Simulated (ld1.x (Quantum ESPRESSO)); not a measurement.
**Building the ultrasoft potential for aluminium (Wu–Cohen, scalar-relativistic).**

Al, ultrasoft, made with ld1.x (Quantum ESPRESSO) 7.5 (Wu–Cohen, scalar-relativistic). Core [Ne], reference 3s2 3p1. Waves: 3s (bound): rcut 1.25, rcutus 1.70 bohr; 3s channel at 1.65 Ry: rcut 1.25, rcutus 1.70 bohr; 3p (bound): rcut 2.75, rcutus 3.15 bohr; 3p channel at 1.2 Ry: rcut 2.75, rcutus 3.15 bohr. Local part: all-electron potential smoothed inside 1.70 bohr (lloc = -1). Core correction: Bessel-smoothed model core, default radius (core density twice the valence density). Augmentation charge: PSQ, inside the norm-conserving radii.

Poles of the logarithmic derivatives, all-electron (AE) and pseudo (PS). s: poles at -0.2, 3.6 (AE) and -0.2, 3.6, 4.6 (PS) Ry. p: poles at 0.5, 4.2 (AE) and 0.5, 4.5 (PS) Ry. Test radius 3.42 bohr.

- Cutoffs needed: 10 Ry and 15 Ry (the cutoffs (Ry, on a coarse ladder) from which the occupation-weighted sum of valence levels, in a spherical-Bessel basis at the reference potential, stays within 10 and 1 mRy of its value at 400 Ry)
- Ghost test: no extra level below or beside the all-electron valence levels (s, p, d, f tested) (spherical-Bessel basis up to 400 Ry, 20 bohr box)
- Largest excitation error: -21 meV (all-electron minus pseudo) for 3s1 3p0, out of 7 test configurations
- Lowest eigenvalue of the overlap operator: 0.16 (p channel)
- Density cutoff estimated by the generator: 118 Ry
